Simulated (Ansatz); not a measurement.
All numbers were calculated with Ansatz.

Basis-set series for `C/C=C/CCCC`. Total charge 0; spin multiplicity 1. The structure was optimised at the PBE0-D4/def2-TZVP level. It is one conformer, not always the lowest.

```
functional       basis  functions  energy (Eh)  HOMO (eV)  LUMO (eV)
   PBE0-D4    def2-SVP        168   -274.63626      -6.85       0.85
   PBE0-D4  def2-TZVPP        413   -274.93086      -6.88       0.63
   ωB97M-V    def2-SVP        168   -274.78799      -9.08       2.97
   ωB97M-V  def2-TZVPP        413   -275.10177      -9.11       2.55
```

**Question.** Give the rows for def2-QZVPP. (Best estimate.)

**Answer.** The calculation gave: 
| functional | basis | functions | energy (Eh) | HOMO (eV) | LUMO (eV) |
| --- | --- | --- | --- | --- | --- |
| PBE0-D4 | def2-QZVPP | 819 | -274.94638 | -6.89 | 0.52 |
| ωB97M-V | def2-QZVPP | 819 | -275.11697 | -9.12 | 2.01 |

Positive LUMOs are unbound and depend on the basis.
